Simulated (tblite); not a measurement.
Compound: C7H8P (charge +1).
SMILES: `C1=C[PH+]2C=CC1C=C2`

Level: GFN2-xTB in tblite, geometry and Hessian alike; calculated harmonic values, unscaled, isolated species. Against measured fundamentals such values can be off by several per cent, at times by over 20. Modes of hydrogen on phosphorus can be 10 to 20 % off.

Harmonic wavenumbers (cm⁻¹): 321.7, 321.8, 376.6, 423.5, 423.6, 438.9, 572.2, 572.4, 669.5, 669.7, 698.2, 730.4, 738.9, 739.1, 831.1, 831.2, 845.2, 850.2, 878.6, 878.9, 902.0, 975.5, 975.8, 1080.7, 1093.1, 1093.2, 1211.4, 1211.5, 1237.3, 1240.2, 1240.4, 1583.0, 1583.2, 1642.3, 2423.5, 3030.4, 3098.5, 3098.6, 3099.0, 3112.7, 3113.2, 3113.4.

A = 2560, B = 2184, C = 2183 MHz; mass 123.036 u (most abundant isotopes); point group C3v, symmetry number 3.

Task: What is the zero-point energy?

Result: ½Σν̃ = 26985 cm⁻¹ = 77.16 kcal/mol.

Task: What is S at 298.15 K and 1 bar for an ideal gas of classical rigid rotors and harmonic oscillators?

Result: Translation 40.36, rotation 25.48, vibration 10.80: S = 76.6 cal/(mol K).

Task: And Cp and H(298.15 K) − H(0)?

Result: Cp = 30.72 cal/(mol K), of which vibrations give 22.77 (their classical limit is 42 R = 83.5); H(298.15 K) − H(0) = 4.67 kcal/mol without the zero-point energy, 2.30 from vibrations.

Task: What must be added to the electronic energy to get the Gibbs energy at 298.15 K and 1 bar?

Result: ZPE + [H(298.15 K) − H(0)] − T·S = 77.16 + 4.67 − 22.85 = 58.98 kcal/mol.

Task: How do the functions run with temperature in this model?

Result: 
```tsv
T (K)	S (cal/(mol K))	Cp (cal/(mol K))	H − H(0) (kcal/mol)	G − H(0) (kcal/mol)	ln q(vib)
100	57.5	9.7	0.83	-4.93	0.03
200	66.8	19.1	2.22	-11.15	0.51
300	76.8	30.9	4.73	-18.32	1.58
500	97.3	49.3	12.90	-35.76	4.78
800	124.1	64.4	30.20	-69.11	10.39
1000	139.2	70.5	43.72	-95.48	14.07
```

q(vib) and H(0) count from the zero-point level.
